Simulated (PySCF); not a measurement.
Method: PySCF with PBE0-D3(BJ)/def2-TZVPD. All species are isolated molecules in the gas phase. One relaxed conformer stands for a flexible species; it need not be the lowest. 

Reference species (SMILES): `[SiH3][N-][SiH3]` (charge -1, multiplicity 1).

| Property | Result |
|---|---|
| HOMO | -1.51 eV |

Changed species: `[SiH2-]N[SiH3]` (not the most acidic site) (proton removed from Si1; the reference has proton removed from N2).

Problem. Give the shifts of the HOMO.

Solution. the HOMO increases by 1.33 eV, to -0.18 eV.
